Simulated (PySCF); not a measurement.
Two species compared at the same levels of theory.

First species: C₄H₆O₃S.
Structure used (PBE0-D3(BJ)/def2-SVP), in Å, numbered top down from 1:
```xyz
14
C4H6O3S angstrom
C     -1.4398    0.1536   -1.5513
C     -0.9763   -0.6785   -0.6115
C      0.0392   -0.3957    0.3990
C      0.4369   -1.2559    1.3465
S      0.8233    1.2099    0.4329
O      1.8580    1.2087    1.4505
O     -0.1883    2.2377    0.3724
O      1.5651    1.2456   -1.0101
H     -1.0933    1.1847   -1.6425
H     -2.2026   -0.1875   -2.2545
H     -1.3742   -1.6978   -0.5545
H      1.2028   -0.9767    2.0725
H     -0.0123   -2.2508    1.4077
H      2.4498    0.8656   -0.8969
```

Second species: C5H4F3N.
InChI=1S/C5H4F3N/c1-2-3(9)4(6)5(7)8/h2,9H,1H2/b9-3-

Levels: wB97X-D/def2-SVPD for dipole moment, HOMO energy, LUMO energy, HOMO–LUMO gap, static isotropic polarisability and electronic spatial extent ⟨r²⟩ about the centre of nuclear charge; TDDFT wB97X-D/def2-SVPD for lowest singlet excitation; PBE0-D3(BJ)/def2-SVP for rotational constant A and rotational constant C. Geometries: PBE0-D3(BJ)/def2-SVP. Each structure is a single optimised conformer of the isolated species, non-relativistic unless stated; the electronic structure was computed with PySCF and density fitting.

The conformers computed, where there is a choice (atom-mapped SMILES and torsion angles):
- `[CH2:1]=[CH:2][C:3](=[CH2:4])[S:5](=[O:6])(=[O:7])[OH:8]`: C1–C2–C3–C4 178°, C2–C3–S5–O6 -176°, H–O8–S5–C3 -89°
- `[H]/[N:4]=[C:3](/[CH:2]=[CH2:1])[C:5]([F:6])=[C:7]([F:8])[F:9]`: C1–C2–C3–N4 2°, C2–C3–C5–F6 5°

| property | column X | column Y |
| --- | --- | --- |
| dipole moment | 4.43 D | 0.55 D |
| HOMO energy | -9.45 eV | -9.33 eV |
| LUMO energy | -0.12 eV | -0.42 eV |
| HOMO–LUMO gap | 9.33 eV | 8.91 eV |
| lowest singlet excitation | 5.71 eV | 4.42 eV |
| static isotropic polarisability | 80.9 au | 72.5 au |
| electronic spatial extent ⟨r²⟩ about the centre of nuclear charge | 986 bohr² | 1301 bohr² |
| rotational constant A | 2.536 GHz | 3.297 GHz |
| rotational constant C | 1.315 GHz | 0.792 GHz |

Question: Which column belongs to which species?

Answer: Column X is the first species and column Y the second. The first has 14 atoms and 70 electrons, the second 13 and 68.

Question: How does each property change from the first species to the second?

Answer: dipole moment -3.88 D; HOMO energy +0.12 eV; LUMO energy -0.30 eV; HOMO–LUMO gap -0.42 eV; lowest singlet excitation -1.29 eV; static isotropic polarisability -8.4 au; electronic spatial extent ⟨r²⟩ about the centre of nuclear charge +315 bohr²; rotational constant A +0.761 GHz; rotational constant C -0.523 GHz.

On the first: The dipole matches unit charges of opposite sign 0.92 Å apart (1 e·Å = 4.8032 D). S1 lies 3.62 eV below the HOMO–LUMO gap; its leading configuration is HOMO→LUMO, weight 0.96.

On the second: The 6 singlets span 4.42 to 7.26 eV, and their oscillator strengths add up to 0.48. In atomic units the dipole is 0.22 e·bohr (1 au = 2.5417 D).
